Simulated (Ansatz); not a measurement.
Input file for Ansatz (a program for electronic structure): U-CCSD(T)/def2-TZVPP on H2SeZn (SMILES [ZnH][SeH]), a point of a bond scan (R = 2.579 Å). The run froze 23 orbitals, filled d shells among them.

Ansatz 0.2 input:
```yaml
crystal:
  periodic: [false, false, false]
  atoms:
    - {symbol: Zn, position_ang: [-0.70919421, -0.50984122, -0.82879930]}
    - {symbol: H, position_ang: [-1.61369366, -1.16459831, -1.88282235]}
    - {symbol: Se, position_ang: [0.65395606, 0.50525059, 0.74073403]}
    - {symbol: H, position_ang: [0.65580704, -1.63663668, 2.17767707]}
basis:
  gaussian:
    orbitals: def2-TZVPP
correlation: {method: ccsd_t, electrons: outside_noble_gas}
scf: {omitted_lower_state_checks: [cluster_reference]}
magnetization: {spin_polarized: true, initial_magnetization: 0}
```

Program output:

```
WARN ansatz: RAYON_NUM_THREADS=1 ignored (pool sized by the plan → 1); use --threads N
Functional definition: HF
these checks for a lower state are left out or cut short: cluster_reference
integrals: 0.46 GiB planned
923 factors; integrals over basis functions are off by at most 1.0e-3 eV
mean field: 0.67 GiB planned
mean field evaluation 1: about -113706.2759 eV, gradient 1.3e1 eV
mean field evaluation 2: about -113706.2807 eV, gradient 1.3e1 eV
mean field evaluation 4: about -113708.0714 eV, gradient 2.3e0 eV
mean field evaluation 8: about -113708.1337 eV, gradient 1.0e-1 eV
mean field evaluation 16: about -113708.1339 eV, gradient 5.3e-4 eV
mean field evaluation 32: about -113709.5316 eV, gradient 1.8e0 eV
mean field evaluation 64: about -113709.5831 eV, gradient 4.9e-6 eV
mean field evaluation 96: about -113709.5548 eV, gradient 1.7e0 eV
mean field -113709.58310977 eV, -4178.7501041603 hartree, gradient 7.2e-6 eV, S^2 0.867445; 11 other end points of the search recorded, 0 dependent functions left out
23 core orbitals not correlated
reference -113709.58310977 eV, -4178.7501041603 hartree; 10, 10 occupied and 107, 107 virtual orbitals, 923 factors
second order -17.27311634 eV of doubles, -0.00000000 eV of singles
coupled cluster: 0.97 GiB planned
cycle   1  -15.99541867 eV  change     1.3e0 eV  update   1.2e-1
cycle   2  -16.56579756 eV  change   -5.7e-1 eV  update   5.1e-2
cycle   3  -16.70237011 eV  change   -1.4e-1 eV  update   2.8e-2
cycle   4  -16.69198786 eV  change    1.0e-2 eV  update   1.9e-2
cycle   5  -16.70935712 eV  change   -1.7e-2 eV  update   1.6e-2
cycle   6  -16.75528331 eV  change   -4.6e-2 eV  update   1.3e-2
cycle   7  -16.80857109 eV  change   -5.3e-2 eV  update   9.0e-3
cycle   8  -16.82145388 eV  change   -1.3e-2 eV  update   3.7e-3
cycle   9  -16.82721616 eV  change   -5.8e-3 eV  update   1.6e-3
cycle  10  -16.82815417 eV  change   -9.4e-4 eV  update   7.5e-4
cycle  11  -16.82825247 eV  change   -9.8e-5 eV  update   3.9e-4
cycle  12  -16.82858566 eV  change   -3.3e-4 eV  update   2.2e-4
cycle  13  -16.82829544 eV  change    2.9e-4 eV  update   1.4e-4
cycle  14  -16.82852451 eV  change   -2.3e-4 eV  update   9.6e-5
cycle  15  -16.82845346 eV  change    7.1e-5 eV  update   6.0e-5
cycle  16  -16.82847300 eV  change   -2.0e-5 eV  update   2.7e-5
cycle  17  -16.82847093 eV  change    2.1e-6 eV  update   1.1e-5
coupled cluster: 0.97 GiB planned
perturbative correction -0.63972041 eV, -0.0235092913 hartree
Total energy: -113727.05130111 eV, -4179.3920483516 hartree
Checks for a lower state left out: cluster_reference
```

The run converged. Its determinant has ⟨S²⟩ = 0.87, a mixture of spin states.

Cost: around 50 core-seconds (rough).
